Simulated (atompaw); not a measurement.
# PBE PAW (atompaw) dataset for Cu (Z = 29), scalar-relativistic all-electron reference.

```json
{
  "Element": "Cu (Z = 29)",
  "Generator": "atompaw 4.2.0.5",
  "Type": "PAW",
  "Functional": "PBE",
  "Relativity": "scalar-relativistic",
  "Frozen core": "[Ne]",
  "Valence charge": "19",
  "Reference configuration": "3s2 3p6 3d10 4s0 4p0 (charge +1)",
  "Partial waves": "3s (bound): rc 0.75 bohr; 4s (bound, empty): rc 1.60 bohr; 3p (bound): rc 1.25 bohr; 4p (bound, empty): rc 1.25 bohr; 3d (bound): rc 1.60 bohr; 3d channel at -0.35 Ry: rc 1.60 bohr",
  "Local potential": "ultrasoft scheme with l = 3 at 0 Ry, radius 1.50 bohr",
  "Core correction": "smooth core density matched at 1.15 bohr",
  "Augmentation charge": "sinc compensation charge, radius 1.40 bohr; PAW radius 1.60 bohr; waves and projectors: custom rrkj vanderbiltortho"
}
```

* Cutoffs needed: 80 Ry and 160 Ry (the cutoffs (Ry, on a coarse ladder) from which the occupation-weighted sum of valence levels, in a spherical-Bessel basis at the reference potential, stays within 10 and 1 mRy of its value at 400 Ry)
* Ghost test: no extra level below or beside the all-electron valence levels (s, p, d, f tested) (spherical-Bessel basis up to 400 Ry, 20 bohr box)
* Lowest eigenvalue of the overlap operator: 0.07 (s channel)
* Overlap eigenvalues printed by atompaw (projector basis): 0.0379, 0.0525, 0.379, 18.5, 69.4, 202
* Share of each valence orbital outside the PAW sphere: 3s 1 %, 4s 86 %, 3p 2 %, 4p 95 %, 3d 14 %
